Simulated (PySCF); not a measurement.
All values below come from PBE-D3(BJ)/def2-TZVP // CAM-B3LYP-D3(BJ)/def2-TZVP run with PySCF. Isolated molecules, 0 K electronic values unless said otherwise. One relaxed conformer stands for a flexible species; it need not be the lowest. Delta-SCF ions had no search for a lower state. 

Reference species (SMILES): `[SiH3]/C=C/C=C/Cl` (C–C–C–C torsion 180°) (neutral, multiplicity 1).

The vertical ionisation energy (Delta-SCF) comes out as 8.50 eV and the HOMO–LUMO gap comes out as 3.60 eV.

Changed species: `C=C/C=C(/[SiH3])Cl` (C–C–C–C torsion 180°).

### Question
Predict the effect on the vertical ionisation energy (Delta-SCF) and HOMO–LUMO gap.

### Answer
the vertical ionisation energy (Delta-SCF) rises by 0.09 eV, to 8.59 eV; the HOMO–LUMO gap hardly moves.
